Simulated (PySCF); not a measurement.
**Nuclear quadrupole coupling in `CSc1ccnc(Cl)c1F`**

Compound: C₆H₅ClFNS.
Geometry (PBE0-D3(BJ)/def2-SVP, Å), atoms numbered from 1 in this order:
```
atom  x, y, z in Å
C1     1.4164   -0.6157   -0.4248
S2     0.1854   -1.9231   -0.3254
C3    -1.3129   -1.0231   -0.4162
C4    -1.4426    0.3661   -0.5506
C5    -2.7188    0.9179   -0.6033
N6    -3.8362    0.2009   -0.5335
C7    -3.7255   -1.1032   -0.4086
Cl8   -5.1666   -2.0533   -0.3148
C9    -2.4980   -1.7633   -0.3456
F10   -2.4349   -3.0793   -0.2190
H11    1.3342    0.0865    0.4173
H12    2.3865   -1.1273   -0.3631
H13    1.3632   -0.0756   -1.3810
H14   -0.5686    1.0139   -0.6130
H15   -2.8404    2.0012   -0.7075
```

Field gradients from the PBE0/pcSseg-1 density (PySCF, non-relativistic), principal values in atomic units, ordered |Vxx| ≤ |Vyy| ≤ |Vzz|:

```json
{"atom": "S2", "Vxx": "0.3016", "Vyy": "2.4339", "Vzz": "-2.7355"}
{"atom": "N6", "Vxx": "0.4459", "Vyy": "0.6052", "Vzz": "-1.0511"}
{"atom": "Cl8", "Vxx": "-1.6992", "Vyy": "-2.2791", "Vzz": "3.9783"}
```

Problem. Find the asymmetry η = (Vxx − Vyy)/Vzz and the couplings χ = eQV/h (234.96 MHz × Q in barn × V in au), with Q(33S) = −0.0678 b, Q(14N) = 0.02044 b, Q(35Cl) = −0.0817 b.

Solution. 
```json
{"atom": "S2", "environment": "sulfide sulfur", "nucleus": "33S", "η": "0.78", "χzz (MHz)": "43.58", "χxx (MHz)": "-4.80", "χyy (MHz)": "-38.77"}
{"atom": "N6", "environment": "pyridine-type nitrogen", "nucleus": "14N", "η": "0.15", "χzz (MHz)": "-5.05", "χxx (MHz)": "2.14", "χyy (MHz)": "2.91"}
{"atom": "Cl8", "environment": "aryl chlorine", "nucleus": "35Cl", "η": "0.15", "χzz (MHz)": "-76.37", "χxx (MHz)": "32.62", "χyy (MHz)": "43.75"}
```

The tensor is traceless: Vxx + Vyy + Vzz = 0.

Problem. What is Vzz at N6 in SI units (1 au = 9.71736 × 10²¹ V/m²)?

Solution. -1.0511 au = -10.214 × 10²¹ V/m².

Problem. And the gradient at the other heavy atoms, for which no coupling is worked out here?

Solution. 
```json
{"atom": "C1", "environment": "S-methyl carbon", "Vzz (au)": "0.270", "η": "0.03"}
{"atom": "C3", "environment": "substituted aromatic carbon", "Vzz (au)": "-0.256", "η": "0.70"}
{"atom": "C4", "environment": "aromatic CH carbon", "Vzz (au)": "0.218", "η": "0.40"}
{"atom": "C5", "environment": "aromatic CH next to a ring nitrogen", "Vzz (au)": "0.297", "η": "0.55"}
{"atom": "C7", "environment": "aromatic C–Cl carbon", "Vzz (au)": "-0.260", "η": "0.56"}
{"atom": "C9", "environment": "aromatic C–F carbon", "Vzz (au)": "0.380", "η": "0.81"}
{"atom": "F10", "environment": "aryl fluorine", "Vzz (au)": "2.975", "η": "0.12"}
```

Problem. What couplings would deuterons (Q(2H) = 0.00286 b) have in place of the hydrogens, at this geometry?

Solution. 
```json
{"atom": "H11", "bonded to": "C1", "bond length (Å)": "1.100", "Vzz (au)": "0.2881", "η": "0.03", "χzz (kHz)": "194"}
{"atom": "H12", "bonded to": "C1", "bond length (Å)": "1.098", "Vzz (au)": "0.2910", "η": "0.06", "χzz (kHz)": "196"}
{"atom": "H13", "bonded to": "C1", "bond length (Å)": "1.100", "Vzz (au)": "0.2882", "η": "0.03", "χzz (kHz)": "194"}
{"atom": "H14", "bonded to": "C4", "bond length (Å)": "1.090", "Vzz (au)": "0.3070", "η": "0.09", "χzz (kHz)": "206"}
{"atom": "H15", "bonded to": "C5", "bond length (Å)": "1.095", "Vzz (au)": "0.2943", "η": "0.07", "χzz (kHz)": "198"}
```

Isolated species at its PBE0-D3(BJ)/def2-SVP geometry (one conformer only). A larger basis could move these couplings by a tenth or more.
